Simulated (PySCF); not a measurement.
LDA on P (phosphorus, neutral), [Ne] 3s1 3p3 3d1, high-spin 6D determinant (an excited configuration). Computed with PySCF 2.14 in aug-cc-pCVTZ-DK (8s7p5d3f, 75 functions), with the spin-free X2C one-electron Hamiltonian (Gaussian nucleus).

```
cycle= 1 E= -340.283806542337  delta_E= -0.017  |g|= 0.0425  |ddm|= 0.344
cycle= 2 E= -340.283891608495  delta_E= -8.51e-05  |g|= 0.0192  |ddm|= 0.0285
cycle= 3 E= -340.283915067813  delta_E= -2.35e-05  |g|= 0.000935  |ddm|= 0.00703
cycle= 4 E= -340.283915320475  delta_E= -2.53e-07  |g|= 0.000351  |ddm|= 0.00266
cycle= 5 E= -340.283915402027  delta_E= -8.16e-08  |g|= 2.79e-06  |ddm|= 0.000937
cycle= 6 E= -340.283915402029  delta_E= -1.48e-12  |g|= 2.11e-07  |ddm|= 3.59e-06
converged SCF energy = -340.283915402029  <S^2> = 8.7500451  2S+1 = 6.000015
```

Highest occupied orbital energy: 0.602 eV; ⟨L²⟩ = 6.00; populations by l: s 5.00, p 9.00, d 1.00, f 0.00.

Q: Can this result be used?

A: Not for this state. The calculation finished and met its thresholds. The outer electron is Rydberg-like, and this basis confines it to a smaller radius and binds it less than a complete one would. At LDA the highest occupied level has a positive energy, so only the finite basis holds that electron; for this excited configuration the basis is too tight for the outer shell.
